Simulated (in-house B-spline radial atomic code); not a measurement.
# BHandHLYP excitations of Kr8+

Method: BHandHLYP. Computed with a B-spline radial code for spherical atoms: linear response of the closed shell [Ar] 3d10 with the functional's adiabatic kernel; non-relativistic, point nucleus, no spin-orbit coupling, no double excitations, S, P, D and F terms only. Only terms of natural parity with L up to 3 were computed.

Without relativity these are model numbers for so heavy an element.

Command:
```bash
python run_td.py task.json out
```
Settings (radii: box in bohr, nucleus in fm):
```
Z                        36
electrons                28
configuration            [Ar] 3d10
hamiltonian              nr
method                   bhandhlyp
box_radius               11.59
intervals                52
```

Cost of the run: 1 s on 1 thread of Intel(R) Xeon(R) Platinum 8259CL CPU @ 2.50GHz (Skylake/Cascade Lake), with other jobs on the host.

The lowest states, in the order of their Tamm-Dancoff energies; the method's threshold (minus the highest occupied level) is 227.34 eV. Labels give the largest channel, * marks a mixed state, and oscillator strengths are full-response dipole values. Semilocal kernels can invert the small singlet-triplet splittings of Rydberg terms. Energies in eV:

```json
{"state": "3d → 4s 3D", "full response": "85.96", "Tamm-Dancoff": "85.99", "oscillator strength": "-"}
{"state": "3d → 4s 1D", "full response": "87.06", "Tamm-Dancoff": "87.07", "oscillator strength": "-"}
{"state": "3d → 4p 3P", "full response": "103.12", "Tamm-Dancoff": "103.15", "oscillator strength": "-"}
{"state": "3d → 4p 3F", "full response": "103.67", "Tamm-Dancoff": "103.69", "oscillator strength": "-"}
{"state": "3d → 4p 1F", "full response": "104.69", "Tamm-Dancoff": "104.70", "oscillator strength": "-"}
{"state": "3d → 4p 1P", "full response": "105.94", "Tamm-Dancoff": "106.03", "oscillator strength": "0.528"}
{"state": "3d → 4d 3S", "full response": "?", "Tamm-Dancoff": "?", "oscillator strength": "-"}
{"state": "3d → 4d 3D", "full response": "132.84", "Tamm-Dancoff": "132.87", "oscillator strength": "-"}
{"state": "3d → 4d 1D", "full response": "134.22", "Tamm-Dancoff": "134.24", "oscillator strength": "-"}
{"state": "3d → 4d 1S", "full response": "142.67", "Tamm-Dancoff": "143.71", "oscillator strength": "-"}
{"state": "3d → 5s 3D", "full response": "153.97", "Tamm-Dancoff": "153.98", "oscillator strength": "-"}
{"state": "3d → 5s 1D", "full response": "154.31", "Tamm-Dancoff": "154.32", "oscillator strength": "-"}
{"state": "3d → 4f 3P", "full response": "?", "Tamm-Dancoff": "?", "oscillator strength": "-"}
{"state": "3d → 4f 3F", "full response": "159.39", "Tamm-Dancoff": "159.39", "oscillator strength": "-"}
{"state": "3d → 4f 1F", "full response": "159.97", "Tamm-Dancoff": "159.98", "oscillator strength": "-"}
{"state": "3d → 5p 3P", "full response": "161.31", "Tamm-Dancoff": "161.32", "oscillator strength": "-"}
{"state": "3d → 5p 3F", "full response": "161.50", "Tamm-Dancoff": "161.51", "oscillator strength": "-"}
{"state": "3d → 4f 1P", "full response": "161.63", "Tamm-Dancoff": "161.75", "oscillator strength": "1.32"}
{"state": "3d → 5p 1F", "full response": "161.80", "Tamm-Dancoff": "161.80", "oscillator strength": "-"}
{"state": "3d → 5p 1P", "full response": "162.22", "Tamm-Dancoff": "162.24", "oscillator strength": "0.296"}
{"state": "3d → 5d 3S", "full response": "173.18", "Tamm-Dancoff": "173.21", "oscillator strength": "-"}
{"state": "3d → 5d 3D", "full response": "173.86", "Tamm-Dancoff": "173.87", "oscillator strength": "-"}
```

Where does 3d → 4d 3S lie?

At 131.16 eV in full response, 131.24 eV in Tamm-Dancoff.

Where does 3d → 4f 3P lie?

At 158.81 eV in full response, 158.82 eV in Tamm-Dancoff.

How large is the singlet-triplet splitting of 3d → 4s (D terms) in Tamm-Dancoff?

1.09 eV, from the unrounded values.

What polarisabilities and dispersion coefficient does the method give?

Dipole 0.2042 bohr³, quadrupole 0.1363 bohr⁵, C6 0.2383 hartree·bohr⁶ for two such species.
